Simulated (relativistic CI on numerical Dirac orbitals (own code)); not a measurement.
## Electric-dipole transitions in Co²⁵⁺

These numbers are calculated, not measured: Dirac-Coulomb-Breit CI, orbitals from a KLI potential per configuration, QED by a radiative potential, unscaled Slater integrals (own radial code, finite nucleus).

Configuration list: 1s², 1s2s, 1s2p, 1s3s, 1s3p, 1s3d, 1s4s, 1s4p, 1s4d, 1s4f, 1s5s, 1s5p, 1s5d, 1s5f, 1s5g, 1s6s, 1s6p, 1s6d. Levels of other configurations are missing.

| λ vac (nm) | Lower | Upper | A (s⁻¹) | gf | Branching (%) |
| --- | --- | --- | --- | --- | --- |
| 0.17122 | 1s² ¹S0 [1] | 1s2p ¹P°1 [7] | 5.36e+14 | 7.06e-01 | 100.0 |
| 0.94439 | 1s2p ³P°1 [4] | 1s3d ³D2 [13] | 2.18e+13 | 1.46e+00 | 72.0 |
| 0.95569 | 1s2p ³P°2 [6] | 1s3d ³D3 [16] | 2.99e+13 | 2.86e+00 | 99.9 |
| 0.96969 | 1s2p ¹P°1 [7] | 1s3d ¹D2 [17] | 2.53e+13 | 1.78e+00 | 85.0 |
| 2.7056 | 1s3p ³P°1 [11] | 1s4d ³D2 [23] | 2.35e+12 | 1.29e+00 | 18.0 |
| 2.7318 | 1s3p ³P°2 [12] | 1s4d ³D3 [26] | 3.20e+12 | 2.51e+00 | 24.9 |
| 2.7579 | 1s3d ³D2 [13] | 1s4f ³F°3 [27] | 5.85e+12 | 4.67e+00 | 92.1 |
| 2.7582 | 1s3d ³D1 [14] | 1s4f ³F°2 [28] | 5.32e+12 | 3.03e+00 | 83.8 |
| 2.7628 | 1s3p ¹P°1 [15] | 1s4d ¹D2 [29] | 2.82e+12 | 1.61e+00 | 22.0 |
| 2.7673 | 1s3d ³D3 [16] | 1s4f ³F°4 [30] | 6.30e+12 | 6.51e+00 | 99.7 |
| 2.7691 | 1s3d ¹D2 [17] | 1s4f ¹F°3 [31] | 5.98e+12 | 4.81e+00 | 94.6 |
| 5.9066 | 1s4p ³P°2 [22] | 1s5d ³D3 [40] | 6.70e+11 | 2.45e+00 | 10.0 |
| 5.9565 | 1s4d ³D2 [23] | 1s5f ³F°3 [41] | 1.09e+12 | 4.06e+00 | 33.1 |
| 5.9568 | 1s4d ³D1 [24] | 1s5f ³F°2 [42] | 9.94e+11 | 2.64e+00 | 30.2 |
| 5.9737 | 1s4d ³D3 [26] | 1s5f ³F°4 [44] | 1.18e+12 | 5.69e+00 | 36.1 |
| 5.9768 | 1s4f ³F°3 [27] | 1s5g ³G4 [45] | 1.88e+12 | 9.06e+00 | 96.3 |
| 5.9775 | 1s4f ³F°2 [28] | 1s5g ³G3 [46] | 1.79e+12 | 6.71e+00 | 91.7 |
| 5.9777 | 1s4d ¹D2 [29] | 1s5f ¹F°3 [47] | 1.12e+12 | 4.20e+00 | 34.2 |
| 5.9855 | 1s4f ³F°4 [30] | 1s5g ³G5 [48] | 1.94e+12 | 1.15e+01 | 99.8 |
| 5.9861 | 1s4f ¹F°3 [31] | 1s5g ¹G4 [49] | 1.89e+12 | 9.14e+00 | 97.0 |

Terms are leading LS components. Brackets give the number of a level in order of energy, since labels repeat. The list gives strong lines, with weight on those to low levels, without lines whose two gauges differ by over a factor of 2.5. Levels whose partners in the same complex of configurations lie outside the list can be far off, and so can their lines. Rates are taken at the computed energies, electric ones in the length gauge.

At this charge energies of transitions that change n are usually good to better than 1 %, and those within a shell (Δn = 0) to a few per cent.

**Question.** From the table, what is the radiative lifetime of 1s2p ¹P°1?

**Answer.** The listed rates from this level add up to about 5.36e+14 s⁻¹, 100 % of its decay; with all channels τ = 1.87e-15 s.

LS names give the leading component of a level, which can be under half, so a name can repeat, a term be missing and a line seem to break the LS rules.
